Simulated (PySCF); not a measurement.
# ZnF⁺: mean field, correlation and small terms against distance

State: ¹Σ⁺, singlet, closed shell. RHF-based CCSD(T) in PySCF 2.14 with Zn cc-pVTZ-PP with ECP10, F cc-pVTZ and Zn cc-pVQZ-PP with ECP10, F cc-pVQZ (frozen core orbitals: 5; scalar-relativistic core potentials). Correlation energies are extrapolated as n⁻³ (n = 3, 4), Hartree–Fock as (n+1)·exp(−9√n). CV is the change on freezing 0 orbitals instead, in Zn cc-pwCVTZ-PP with ECP10, F cc-pwCVTZ. All energies in eV from Zn⁺ + F.

```
 R (Å)  HF/CBS  CCSD corr.      (T)      CV   total
1.5056  -0.214      -1.824  -0.1680  0.0339  -2.172
1.5740  -0.775      -1.779  -0.1712  0.0294  -2.696
1.6425  -1.037      -1.752  -0.1774  0.0261  -2.941
1.7109  -1.090      -1.739  -0.1862  0.0235  -2.991
1.7794  -0.995      -1.737  -0.1975  0.0214  -2.908
1.8649  -0.739      -1.749  -0.2153  0.0193  -2.684
1.9504  -0.387      -1.775  -0.2379  0.0176  -2.382
```

A fit to the total gives Re = 1.6985 Å, De = 2.994 eV, ωe = 749.3 cm⁻¹, Be = 0.3990 cm⁻¹ (masses 63.9291 and 18.9984 u).

Question: At R = 1.7109 Å the CCSD correlation energy is -0.701912 hartree in the smaller basis and -0.761954 in the larger. Extrapolate it.

Answer: (4³·E4 − 3³·E3)/(4³ − 3³) = -0.80577 hartree; the larger basis holds 94.6 % of it.

The T1 diagnostic is 0.023, large enough to doubt a single reference. The open-shell atoms are computed with UHF. Spin–orbit coupling, excitations beyond (T) and corrections to the Born–Oppenheimer picture are left out.
